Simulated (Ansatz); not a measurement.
Zn3⁺, relaxed as a quartet with UKS B3LYP/def2-TZVP in Ansatz, starting from the B3LYP/def2-TZVP geometry of the charge +1 doublet. Force threshold 0.02 eV/Å.

The relaxation made no stability test and no search for a lower SCF solution. At B3LYP/def2-TZVP a doublet of charge 1 lies 3.91 eV below the quartet, each at its own geometry. The structure comes from a short search, and lower isomers may exist.

Start:

```csv
atom,x (Å),y (Å),z (Å)
Zn1,1.873,-1.797,0.599
Zn2,0.001,-0.002,-0.010
Zn3,-1.874,1.799,-0.589
```

```csv
step,energy (eV),largest force component (eV/Å),SCF passes
1,-145253.0112,0.118,20
2,-145253.0153,0.081,25
3,-145253.1712,0.688,68
4,-145253.2223,0.559,23
5,-145253.3502,0.077,25
6,-145253.3536,0.025,23
7,-145253.3541,0.002,24
```

Force components are those of the run's own axes.

End:

```xyz
3

Zn    2.0317   -1.9509    0.6277
Zn   -0.0042    0.0060    0.0314
Zn   -2.0275    1.9449   -0.6591
```

By distances, no bond broke or formed. The bond that changes most is Zn1–Zn2, from 2.66 to 2.89 Å (atoms count from 1).

No frequencies were taken in this run, so the end may be a saddle point.

It took 24 s on 4 threads of Arm Neoverse V2 on a shared host, peak host memory 0.58 GiB.
